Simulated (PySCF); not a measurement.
# Shifts of the heteroatoms

Bonds (- single, = double, # triple, : aromatic): N1#C2 1.145 Å, C2-Si3 1.869 Å, Si3-C4 1.932 Å, C4=O5 1.202 Å, Si3-C6 1.876 Å, C6=C7 1.328 Å, C7-O8 1.374 Å, O8-C9 1.336 Å, C9=O10 1.191 Å. Si3 carries H11; C4 carries H12; C6 carries H13; C7 carries H14; C9 carries H15. Stereochemistry as in N#C[Si@@H](C=O)/C=C/OC=O.

One computed conformer, relativity neglected, in vacuum. Geometry from GFN2-xTB; σ from GIAO-PBE0/pcSseg-1; PySCF.

Problem. Where does 29Si resonate?

Solution. 
| atoms | environment | σ (ppm) | δ (ppm) |
| --- | --- | --- | --- |
| Si3 | silicon bonded to 3 C, H | 419.5 | -64.8 |

Shieldings were converted by a linear fit to measured shifts: 29Si (scatter 8.9 ppm rms, 25.8 ppm with the 6 outliers that the fit left out vs TMS, solution or neat liquid). Occasional misses reach two or three times the rms, and more in compound classes unlike the fitted ones.

On a 500 MHz spectrometer 29Si resonates near 99.3 MHz, so 1 ppm is 99.3 Hz.

Problem. Predict the 15N NMR data.

Solution. 
```
atoms       environment  σ (ppm)  δ (ppm)
   N1  nitrile nitrogen   -107.7    -48.8
```

Shieldings were converted by a linear fit to measured shifts: 15N: δ = -148.07 − 0.921σ (rms 6.3 ppm, 71 shifts vs CH3NO2, solution or neat liquid). Occasional misses reach two or three times the rms, and more in compound classes unlike the fitted ones.

On a 300 MHz spectrometer 15N resonates near 30.4 MHz, so 1 ppm is 30.4 Hz.

Problem. What are the 17O shifts?

Solution. 
| atoms | environment | σ (ppm) | δ (ppm) |
| --- | --- | --- | --- |
| O5 | carbonyl oxygen | -606.8 | 819.4 |
| O10 | ester carbonyl oxygen | -115.2 | 371.6 |
| O8 | ester alkoxy oxygen | 57.8 | 214.0 |

Shieldings were converted by a linear fit to measured shifts: 17O: δ = 266.70 − 0.911σ (rms 10.7 ppm, 155 shifts, 12.2 ppm with the 3 outliers that the fit left out vs liquid water, solution or neat liquid). A few per cent of atoms miss by over 2 rms, more outside the fitted compound classes.

On a 500 MHz spectrometer 17O resonates near 67.8 MHz, so 1 ppm is 67.8 Hz.
